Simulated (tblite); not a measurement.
Run record: tight-binding relaxation, `BC1=C/CB\C=C/C=C\1`.

Computed with GFN2-xTB geometry optimisation, gas phase (tblite 0.8.0). Start geometry: from a force field or distance geometry. The input is one job of a driver script: a line of settings, then coordinates in Å.

Command:
```bash
OMP_NUM_THREADS=1 python probes_run.py task.json out
```

Input:
```
{"job": {"kind": "relax", "xc": "GFN2-xTB", "basis": "xTB"}, "charge": 0, "multiplicity": 1}
B      2.835900     0.497800     0.106500
C      1.316300     0.205000    -0.253300
C      1.000800    -1.089000    -0.172100
C     -0.184400    -1.940800    -0.383200
B     -1.369500    -1.420600     0.534100
C     -2.133700    -0.058100     0.554100
C     -1.898900     1.211400     0.199000
C     -0.704300     1.822200    -0.403800
C      0.565600     1.414900    -0.582300
H      3.208600     1.623100     0.120500
H      3.308100    -0.197200     0.946700
H      1.845900    -1.679100     0.116700
H      0.019800    -3.020600    -0.192300
H     -0.473300    -1.852800    -1.444700
H     -1.768900    -2.205900     1.332000
H     -3.142400    -0.135000     0.997900
H     -2.712600     1.896300     0.397300
H     -0.908100     2.797700    -0.800900
H      1.185200     2.140000    -1.079600
```

Output:
```
step      E/eV     max force
  0    -610.28500    1.896
  1    -610.46310    1.465
  2    -610.56478    1.034
  3    -610.67739    0.753
  4    -610.72901    0.474
  5    -610.75138    0.378
  6    -610.76686    0.348
  7    -610.78606    0.356
  8    -610.81106    0.406
  9    -610.84366    0.502
... (68 lines left out)
 78    -611.37197    0.035
 79    -611.37211    0.023
 80    -611.37219    0.026
 81    -611.37227    0.022
 82    -611.37234    0.021
 83    -611.37238    0.015
 84    -611.37240    0.012
 85    -611.37242    0.010
 86    -611.37243    0.010
 87    -611.37245    0.008
```

«max force» is the largest atomic force in eV/Å.

From which step on does the largest force stay under 0.1 eV/Å, and how much energy is left to gain from there?

From step 38 (0.084 eV/Å), 23.7 meV above the end.

In short: energy lowered by 25.1 kcal/mol over 87 steps; largest atomic force 0.008 eV/Å at the end.

Give the final coordinates.

0.476 Å rms from the input after alignment:
```
atom  x, y, z in Å
B1     2.6837    0.5099    0.4676
C2     1.2716    0.2053   -0.0725
C3     0.8039   -1.0953   -0.0082
C4    -0.3453   -1.6379   -0.7176
B5    -1.0432   -1.3512    0.7014
C6    -1.8995   -0.1127    0.8029
C7    -1.8386    1.0493    0.0863
C8    -0.7733    1.5862   -0.6739
C9     0.5567    1.2688   -0.6964
H10    3.2707    1.4541    0.1039
H11    3.1737   -0.2109    1.2479
H12    1.4210   -1.8095    0.5224
H13   -0.2451   -2.6808   -0.9936
H14   -0.6991   -1.0251   -1.5384
H15   -1.0432   -2.1824    1.5281
H16   -2.7730   -0.1891    1.4461
H17   -2.6933    1.7182    0.1498
H18   -1.0320    2.5012   -1.1982
H19    1.1946    2.0112   -1.1649
```

Estimate the wall time. Hardware: an Arm Neoverse N1 with one thread, no GPU (shared host).

About 1.0 s.
Labels such as C1 count atoms from 1, the log's own numbers from 0.
